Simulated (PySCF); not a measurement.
## Mayer bond orders and bond lengths

Species: C7H9OPS.
SMILES with atom numbers: `[CH3:1][C@@H:2]1[CH2:3][P@@:4]1(=[S:5])[c:6]1[cH:7][cH:8][cH:9][o:10]1` (hydrogens: H11, H12, H13 on C1; H14 on C2; H15, H16 on C3; H17 on C7; H18 on C8; H19 on C9)

Structure used (GFN2-xTB), in Å, numbered top down from 1:
```xyz
19
C7H9OPS angstrom
C     -2.9406   -0.8425   -0.0654
C     -1.6520   -0.2243    0.4072
C     -1.4105    1.2677    0.0770
P     -0.3335    0.1045   -0.8270
S     -0.4079   -0.2598   -2.7291
C      1.2539    0.0583    0.0059
C      2.4785   -0.3393   -0.4593
C      3.3702   -0.1676    0.6222
C      2.6235    0.3165    1.6535
O      1.3404    0.4565    1.2930
H     -2.9173   -1.9234    0.0595
H     -3.7832   -0.4449    0.5000
H     -3.0949   -0.6235   -1.1221
H     -1.3408   -0.5257    1.4022
H     -1.0061    1.8881    0.8655
H     -2.1879    1.7501   -0.5035
H      2.6947   -0.7001   -1.4441
H      4.4203   -0.3746    0.6307
H      2.8834    0.5929    2.6568
```

Bond orders from the PBE0/pcSseg-1 density (PySCF). Isolated species at its GFN2-xTB geometry (one conformer only).

Task: How far do the computed orders between heavy atoms stray from the drawn ones?

Result: The largest departure is 0.479, at O10–C6 (drawn aromatic, 1.021), counting aromatic bonds as 1.5. Drawn single, order below 0.88: C2–C3 (0.865), P4–C6 (0.877) and P4–C2 (0.846). The bonds drawn aromatic range from 1.02 to 1.59.

Task: Set the Mayer orders of the bonds between heavy atoms beside their lengths.

Result: 
```
  bond  drawn as  length (Å)  Mayer order
 C1–C2    single       1.505        1.041
 C2–C3    single       1.547        0.865
 C3–P4    single       1.825        0.891
 P4–S5    double       1.938        1.702
 P4–C6    single       1.793        0.877
 C6–C7  aromatic       1.369        1.529
 C7–C8  aromatic       1.412        1.277
 C8–C9  aromatic       1.362        1.592
C9–O10  aromatic       1.340        1.089
 P4–C2    single       1.836        0.846
O10–C6  aromatic       1.350        1.021
```

Bonds between the same two heavy elements. C–C: lowest C2–C3 (0.865, 1.547 Å), highest C8–C9 (1.592, 1.362 Å). C–P: lowest P4–C2 (0.846, 1.836 Å), highest C3–P4 (0.891, 1.825 Å). C–O: lowest O10–C6 (1.021, 1.350 Å), highest C9–O10 (1.089, 1.340 Å).

Task: And the bonds to hydrogen?

Result: C–H: 0.93 to 1.00 (9 bonds).

Task: Sum the orders of all bonds at each heavy atom with more than one neighbour and set the sums beside the valence in the SMILES.

Result: C1 3.907 (drawn 4), C2 3.679 (drawn 4), C3 3.627 (drawn 4), P4 4.316 (drawn 5), C6 3.427 (drawn 4), C7 3.807 (drawn 4), C8 3.857 (drawn 4), C9 3.666 (drawn 4), O10 2.110 (drawn 2). Orders between atoms that aren't bonded are not in these sums.

Mayer orders depend on the basis set.
